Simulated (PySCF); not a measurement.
Stepwise substitution at one centre (Si Br-NH2). Isolated molecules, 0 K electronic values unless said otherwise. One relaxed conformer stands for each flexible species; it need not be the lowest. Strings in code marks are SMILES.

The dipole moment from two functionals at the same geometries (PBE0-D3(BJ)/def2-TZVP), both in PySCF: PBE-D3(BJ)/def2-TZVP and B3LYP-D3(BJ)/def2-TZVP. B3LYP has the VWN-RPA correlation part, as in Gaussian. 

```tsv
species	PBE-D3(BJ)/def2-TZVP (D)	B3LYP-D3(BJ)/def2-TZVP (D)
0 of 4 Br replaced by NH2	0.00	0.00
1 of 4 Br replaced by NH2 (`N[Si](Br)(Br)Br`)	2.31	2.33
2 of 4 Br replaced by NH2 (`N[Si](N)(Br)Br`)	2.44	2.42
```

Over these rows, drawn at random from the members with no instability flagged (it was tested for open shells, ions and some series alone), PBE minus B3LYP-D3(BJ): mean 0.00 D, from -0.02 D to +0.02 D.
